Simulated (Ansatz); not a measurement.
Reaction (redistribution): `C=NB(O)F` + `O[SiH2]C[TeH]` → `O[SiH2]B(O)F` + `C=NC[TeH]`

Gas-phase electronic energies from Ansatz, PBE0-D4/def2-TZVP geometries. CCSD(T)/CBS adds triple-zeta CCSD(T) − MP2 to the extrapolated MP2 energy (def2 sets, frozen cores). Elements past krypton have def2 core potentials. For Te outer-core shells are correlated without core-valence functions, which leaves a few kJ/mol of doubt a bond. Each species was taken in one conformer, which may not be the lowest.

| species | CCSD(T)/def2-TZVPP energy (Eh) |
| --- | --- |
| `C=NB(O)F` | -294.28997 |
| `O[SiH2]C[TeH]` | -673.32042 |
| `O[SiH2]B(O)F` | -566.40660 |
| `C=NC[TeH]` | -401.14713 |

**Question.** Work out ΔE.

**Answer.** ΔE = (-566.40660) + (-401.14713) − (-294.28997) − (-673.32042) = 0.05666 Eh = +1.54 eV. CCSD(T)/CBS gives +1.56 eV.

Largest T1 diagnostic among the species: 0.013.

From PBE to PBE0 (25 % exact exchange), in def2-TZVPP and without D4, ΔE moves by +0.13 eV. In def2-TZVPP, CCSD(T) changes the Hartree–Fock value by −0.16 eV (the triples alone add −0.04 eV) and MP2 by −0.09 eV.
